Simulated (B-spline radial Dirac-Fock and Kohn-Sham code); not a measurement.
## Dipole and non-dipole photoemission parameters of Se⁴⁺ 3s

System: selenium as Se⁴⁺, [Ar] 3d10 4s2; threshold 279.9 eV (orbital energy of the model). The computed values come from a radial atomic solver: Dirac-Hartree-Slater photoionisation with a Latter tail; cross sections with all multipoles, angular parameters from the dipole term and its interference with E2.

The run's input, task.json:

```json
{"items": [{
  "Z": 34,
  "q": 4,
  "cfg": [[1, 0, 2], [2, 0, 2], [2, 1, 6], [3, 0, 2], [3, 1, 6], [3, 2, 10], [4, 0, 2]],
  "A": 80,
  "rrms": 4.14,
  "do": "xps",
  "hv": [89.9, 101.0, 119.0, 138.0, 149.0, 178.0, 200, 209.0, 300, 394.0, 400, 437.0, 487.0, 540.0, 600, 709.0, 850.0, 1190.0, 2000, 2500.0, 2670.0, 2910.0, 2950.0, 3070.0, 3330.0, 5414.7, 6000, 9251.7, 11000.0, 12600.0]
}]}
```

Command: `python xray2_run.py task.json out`

```
hν (eV)  σ (kb)      β       γ
    300     187  1.995   0.400
    394       ?      ?       ?
    400     140  1.997   0.361
    437     127  1.997   0.334
    487     111  1.997   0.297
    540    96.7  1.997   0.256
    600    83.6  1.998   0.214
    709    65.6  1.998   0.145
    850    49.7  1.998   0.073
   1190    28.7  1.998  -0.031
   2000    11.3  1.998  -0.065
   2500    7.41  1.999  -0.016
   2670    6.51  1.999   0.007
   2910    5.49  1.999   0.042
   2950    5.35  1.999   0.048
   3070    4.94  1.999   0.067
   3330    4.19  1.999   0.109
 5414.7    1.51  1.998   0.478
   6000    1.20  1.998   0.581
 9251.7   0.451  1.998   1.099
  11000   0.300  1.998   1.347
  12600   0.216  1.998   1.558
```

**Question.** Give the values at 394 eV.

**Answer.** σ = 143 kb, β = 1.997, γ = 0.365. For an s subshell δ is negligible.
